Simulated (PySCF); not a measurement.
Species: C₄H₁₁B.
SMILES with atom numbers: `[BH2:1][C:2]([CH3:3])([CH3:4])[CH3:5]` (hydrogens: H6, H7 on B1; H8, H9, H10 on C3; H11, H12, H13 on C4; H14, H15, H16 on C5)

Computed with TDDFT wB97X-D/def2-SVPD, vertical, gas phase, core orbitals frozen in the response in PySCF. Isolated species at its PBE0-D3(BJ)/def2-SVP geometry, gas phase.

```csv
state,λ (nm),E (eV),f,symmetry,"main configurations (H = HOMO, L = LUMO)"
S1,224.6,5.52,0.0068,A′,H→L (94%)
S2,203.4,6.10,0.0012,–,"H-1→L (84%), H-3→L (12%)"
S3,166.4,7.45,0.0072,A′,H-2→L (97%)
S4,165.9,7.47,0.0007,–,"H-3→L (82%), H-1→L (13%)"
S5,151.3,8.20,0.076,A′,H→L+1 (91%)
S6,145.1,8.54,0.0012,–,H-4→L (96%)
```

The lowest singlet comes at 225 nm (533 kJ/mol) in the ultraviolet; it is weak; its leading configuration is HOMO→LUMO (94%). The strongest level in the table is S5 at 8.20 eV (151 nm, f = 0.076). Löwdin shares by element: HOMO carbon 46% or more, boron 24% (atoms not listed hold the other 31%); LUMO boron 50%, hydrogen 21% or more, carbon 8% or more (atoms not listed hold the other 20%). Orbital energies (eV): HOMO-3 -11.51, HOMO-2 -11.35, HOMO-1 -10.83, HOMO -10.01, LUMO 0.74, LUMO+1 2.09, LUMO+2 2.94. The oscillator strengths of these states sum to 0.094; summed over the whole spectrum of an exact calculation they would give the number of electrons, 40 (Thomas–Reiche–Kuhn). Weighted by f, the mean energy of these states is 7.92 eV. Symmetry labels in Cs follow from the direction of the transition dipole and are given only for states with f of 0.002 or more. Only the lowest 6 singlets were computed, as vertical energies without vibronic structure.
